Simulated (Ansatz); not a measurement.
Consider the formal exchange of groups at a C–Si bond: `C#C[SiH2][CH](F)[AlH2]` + disilane → `F[CH]([AlH2])[SiH2][SiH3]` + `C#C[SiH3]`.

Program: Ansatz. Geometries: PBE0-D4/def2-TZVP. ΔE: electronic, gas phase. CCSD(T)/CBS is the MP2 limit (def2-TZVPP, def2-QZVPP) plus CCSD(T) − MP2 in def2-TZVPP, frozen cores. DFT in def2-TZVPP. Each species was taken in one conformer, which may not be the lowest.

```json
{"level": "PBE0-D4", "ΔE (kcal/mol)": "7.0"}
{"level": "ωB97X-V", "ΔE (kcal/mol)": "6.0"}
{"level": "CCSD(T)/def2-TZVPP", "ΔE (kcal/mol)": "5.5"}
{"level": "MP2/CBS(def2)", "ΔE (kcal/mol)": "5.6"}
```

Q: What does CCSD(T)/CBS give? (Best estimate.)

A: The calculation gave: +5.4 kcal/mol. The listed levels differ from it by 1.6, 0.6, 0.1, 0.2 kcal/mol.

Largest T1 diagnostic among the species: 0.013.

In def2-TZVPP, CCSD(T) changes the Hartree–Fock value by +3.3 kcal/mol (the triples alone add +0.6 kcal/mol) and MP2 by +3.4 kcal/mol. The D4 term adds +1.0 kcal/mol with B3LYP and +0.5 kcal/mol with PBE0; it sums over pairs of atoms, weighted by their polarisabilities, and B3LYP, whose exchange is more repulsive, gets the larger term.

B3LYP here is the variant with VWN-RPA as its local correlation; programs differ in this.
